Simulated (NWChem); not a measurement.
Everything below was run with NWChem. System: H₂Cl₂Ge, charge 0, spin multiplicity 1, at a geometry optimised with B3LYP/def2-SVP. The structure started from a generated list of species. Level: PBE0/cc-pVQZ.

NWChem printed:

```
             Northwest Computational Chemistry Package (NWChem) 7.3.0
             --------------------------------------------------------

                                NWChem Input Module
                                -------------------

 Scaling coordinates for geometry "geometry" by  1.889725989
 (inverse scale =  0.529177249)

 Turning off AUTOSYM since
 SYMMETRY directive was detected!

                             Geometry "geometry" -> ""
                             -------------------------

 Output coordinates in angstroms (scale by  1.889725989 to convert to a.u.)

  No.       Tag          Charge          X              Y              Z
 ---- ---------------- ---------- -------------- -------------- --------------
    1 Ge                  32.0000     0.00000000     0.00000000    -0.60626100
    2 Cl                  17.0000    -1.76343400     0.00000000     0.65453900
    3 Cl                  17.0000     1.76343400     0.00000000     0.65453900
    4 H                    1.0000     0.00000000     1.29633400    -1.42699200
    5 H                    1.0000     0.00000000    -1.29633400    -1.42699200

 Effective nuclear repulsion energy (a.u.)     343.1438153148

            Nuclear Dipole moment (a.u.)
            ----------------------------
        X                 Y               Z
 ---------------- ---------------- ----------------
     0.0000000000     0.0000000000    -0.0000188973

      Symmetry information
      --------------------

 Group name             C2v
 Group number             16
 Group order               4
 No. of unique centers     3

      Symmetry unique atoms

     1    2    4


 Summary of "ao basis" -> "" (spherical)
 ------------------------------------------------------------------------------
       Tag                 Description            Shells   Functions and Types
 ---------------- ------------------------------  ------  ---------------------
 *                          cc-pvqz                   on all atoms

                                 NWChem DFT Module
                                 -----------------

 Summary of "ao basis" -> "ao basis" (spherical)
 ------------------------------------------------------------------------------
       Tag                 Description            Shells   Functions and Types
 ---------------- ------------------------------  ------  ---------------------
 Ge                         cc-pvqz                 20       68   7s6p4d2f1g
 Cl                         cc-pvqz                 17       59   6s5p3d2f1g
 H                          cc-pvqz                 10       30   4s3p2d1f

 Summary of "ao basis" -> "ao basis" (spherical)
 ------------------------------------------------------------------------------
       Tag                 Description            Shells   Functions and Types
 ---------------- ------------------------------  ------  ---------------------
 Ge                         cc-pvqz                 20       68   7s6p4d2f1g
 Cl                         cc-pvqz                 17       59   6s5p3d2f1g
 H                          cc-pvqz                 10       30   4s3p2d1f

      Symmetry analysis of basis
      --------------------------

        a1         86
        a2         39
        b1         64
        b2         57

            General Information
            -------------------
          SCF calculation type: DFT
          Wavefunction type:  closed shell.
          No. of atoms     :     5
          No. of electrons :    68
           Alpha electrons :    34
            Beta electrons :    34
          Charge           :     0
          Spin multiplicity:     1
          Use of symmetry is: on ; symmetry adaption is: on
          Maximum number of iterations: 100
          AO basis - number of functions:   246
                     number of shells:    74
          Convergence on energy requested:  1.00D-06
          Convergence on density requested:  1.00D-05
          Convergence on gradient requested:  5.00D-04

              XC Information
              --------------
                         PBE0 Method XC Functional
                     Hartree-Fock (Exact) Exchange  0.250
          PerdewBurkeErnzerhof Exchange Functional  0.750
[...]
    16 a1         17 b2         18 a1         19 b1         20 a1
    21 b2         22 b1         23 a2         24 a1         25 a1
    26 b1         27 a1         28 b1         29 a1         30 b2
    31 a2         32 b1         33 a1         34 b2         35 a1
    36 b2         37 b1         38 a1         39 b2         40 a1
    41 a1         42 b1         43 b2         44 a2

------------------------------------------------------------
EAF file 0: "./mol.aoints.0" size=524288 bytes
------------------------------------------------------------
               write      read    awrite     aread      wait
               -----      ----    ------     -----      ----
     calls:        1         0         0         0         0
   data(b): 5.24e+05  0.00e+00  0.00e+00  0.00e+00
   time(s): 0.00e+00  0.00e+00  0.00e+00  0.00e+00  0.00e+00
rate(mb/s): 0.00e+00  0.00e+00
------------------------------------------------------------

   convergence    iter        energy       DeltaE   RMS-Dens  Diis-err    time
 ---------------- ----- ----------------- --------- --------- ---------  ------
 d= 0,ls=0.0,diis     1  -2998.1490441360 -3.34D+03  9.23D-03  1.05D+00    60.6
 d= 0,ls=0.0,diis     2  -2998.1418575067  7.19D-03  2.22D-03  5.09D-01    71.1
 d= 0,ls=0.0,diis     3  -2998.1971792199 -5.53D-02  8.50D-04  1.45D-01    81.7
 d= 0,ls=0.0,diis     4  -2998.2131279323 -1.59D-02  2.26D-04  3.60D-03    92.5
 d= 0,ls=0.0,diis     5  -2998.2133411915 -2.13D-04  2.95D-05  1.03D-04   103.2
  Resetting Diis
 d= 0,ls=0.0,diis     6  -2998.2133473962 -6.20D-06  5.96D-06  3.19D-06   113.9
 d= 0,ls=0.0,diis     7  -2998.2133477767 -3.81D-07  1.22D-06  7.40D-08   124.5

         Total DFT energy =    -2998.213347776695
      One electron energy =    -4850.696161987505
           Coulomb energy =     1645.090899887818
    Exchange-Corr. energy =     -135.751900991771
 Nuclear repulsion energy =      343.143815314762

 Numeric. integr. density =       68.000010378064

     Total iterative time =    106.8s

                  Occupations of the irreducible representations
                  ----------------------------------------------

                     irrep           alpha         beta
                     --------     --------     --------
                     a1               15.0         15.0
                     a2                3.0          3.0
                     b1               10.0         10.0
                     b2                6.0          6.0

                       DFT Final Molecular Orbital Analysis
                       ------------------------------------

 Vector   32  Occ=2.000000D+00  E=-3.481797D-01  Symmetry=a2
              MO Center=  8.7D-14,  8.3D-15,  6.1D-01, r^2= 4.2D+00
   Bfn.  Coefficient  Atom+Function         Bfn.  Coefficient  Atom+Function
  ----- ------------  ---------------      ----- ------------  ---------------
    85      0.346669  2 Cl py               144     -0.346669  3 Cl py
    82      0.261649  2 Cl py               141     -0.261649  3 Cl py
    79      0.190628  2 Cl py               138     -0.190628  3 Cl py
    88      0.167575  2 Cl py               147     -0.167575  3 Cl py
    26      0.044584  1 Ge d -2              36     -0.030579  1 Ge d -2

 Vector   33  Occ=2.000000D+00  E=-3.397420D-01  Symmetry=b1
              MO Center= -1.7D-13, -6.8D-16,  6.0D-01, r^2= 4.3D+00
   Bfn.  Coefficient  Atom+Function         Bfn.  Coefficient  Atom+Function
  ----- ------------  ---------------      ----- ------------  ---------------
    84      0.273582  2 Cl px               143      0.273582  3 Cl px
    86      0.226880  2 Cl pz               145     -0.226880  3 Cl pz
    81      0.204508  2 Cl px               140      0.204508  3 Cl px
    83      0.171561  2 Cl pz               142     -0.171561  3 Cl pz
    78      0.148319  2 Cl px               137      0.148319  3 Cl px

 Vector   34  Occ=2.000000D+00  E=-3.326051D-01  Symmetry=b2
              MO Center= -1.0D-13,  8.2D-15,  1.1D-01, r^2= 4.5D+00
   Bfn.  Coefficient  Atom+Function         Bfn.  Coefficient  Atom+Function
  ----- ------------  ---------------      ----- ------------  ---------------
    85      0.304668  2 Cl py               144      0.304668  3 Cl py
    82      0.228775  2 Cl py               141      0.228775  3 Cl py
    79      0.167431  2 Cl py               138      0.167431  3 Cl py
    88      0.151365  2 Cl py               147      0.151365  3 Cl py
   189     -0.129173  4 H  s                219      0.129173  5 H  s

 Vector   35  Occ=0.000000D+00  E=-3.891299D-02  Symmetry=a1
              MO Center=  3.4D-15, -6.7D-16, -2.8D-01, r^2= 5.0D+00
   Bfn.  Coefficient  Atom+Function         Bfn.  Coefficient  Atom+Function
  ----- ------------  ---------------      ----- ------------  ---------------
     6      1.093353  1 Ge s                  7      0.471783  1 Ge s
    25      0.358410  1 Ge pz               190     -0.318475  4 H  s
   220     -0.318475  5 H  s                 87     -0.306501  2 Cl px
   146      0.306501  3 Cl px                74     -0.304269  2 Cl s
   133     -0.304269  3 Cl s                  4      0.301147  1 Ge s

 Vector   36  Occ=0.000000D+00  E=-1.561282D-02  Symmetry=b1
              MO Center=  3.8D-16,  4.5D-17, -7.4D-01, r^2= 5.2D+00
   Bfn.  Coefficient  Atom+Function         Bfn.  Coefficient  Atom+Function
  ----- ------------  ---------------      ----- ------------  ---------------
    23      0.754305  1 Ge px                20      0.501187  1 Ge px
    74      0.447122  2 Cl s                133     -0.447122  3 Cl s
    17      0.268545  1 Ge px                89     -0.257396  2 Cl pz
   148      0.257396  3 Cl pz                86     -0.154324  2 Cl pz
   145      0.154324  3 Cl pz                14      0.134851  1 Ge px

 Vector   37  Occ=0.000000D+00  E= 1.346159D-02  Symmetry=a1
              MO Center= -8.3D-14,  3.2D-13, -9.1D-01, r^2= 5.1D+00
   Bfn.  Coefficient  Atom+Function         Bfn.  Coefficient  Atom+Function
  ----- ------------  ---------------      ----- ------------  ---------------
   190      1.204891  4 H  s                220      1.204891  5 H  s
     6     -0.953581  1 Ge s                 25      0.885191  1 Ge pz
    22      0.826807  1 Ge pz                 7     -0.678252  1 Ge s
    74     -0.372451  2 Cl s                133     -0.372451  3 Cl s
   189      0.296517  4 H  s                219      0.296517  5 H  s

 center of mass
 --------------
 x =   0.00000000 y =   0.00000000 z =  -0.02481194

 moments of inertia (a.u.)
 ------------------
         230.689211631872           0.000000000000           0.000000000000
           0.000000000000         995.246815724902           0.000000000000
           0.000000000000           0.000000000000         788.749873692330

     Multipole analysis of the density
     ---------------------------------

     L   x y z        total         alpha         beta         nuclear
     -   - - -        -----         -----         ----         -------
     0   0 0 0     -0.000000    -34.000000    -34.000000     68.000000

     1   1 0 0      0.000000      0.000000      0.000000      0.000000
     1   0 1 0     -0.000000     -0.000000     -0.000000      0.000000
     1   0 0 1     -0.801379     -0.400680     -0.400680     -0.000019

     2   2 0 0    -34.942052   -206.254952   -206.254952    377.567851
     2   1 1 0     -0.000000     -0.000000     -0.000000      0.000000
     2   1 0 1      0.000000      0.000000      0.000000      0.000000
     2   0 2 0    -32.036242    -22.019230    -22.019230     12.002217
     2   0 1 1      0.000000      0.000000      0.000000      0.000000
     2   0 0 2    -31.389726    -69.976136    -69.976136    108.562546

 Task  times  cpu:      124.6s     wall:      124.6s

 Total times  cpu:      124.6s     wall:      124.6s
```

**Question.** Write an NWChem input that would produce this output.

**Answer.** Several could match; the one computed here: 
```
start mol
memory heap 200 mb stack 900 mb global 1100 mb
geometry units angstroms nocenter noautoz
  Ge     0.000000     0.000000    -0.606261
  Cl    -1.763434     0.000000     0.654539
  Cl     1.763434     0.000000     0.654539
  H      0.000000     1.296334    -1.426992
  H      0.000000    -1.296334    -1.426992
  symmetry group C2v
end
basis spherical
  * library cc-pvqz
end
dft
  xc pbe0
  semidirect memsize 60000000 filesize 0
  iterations 100
end
task dft energy
```
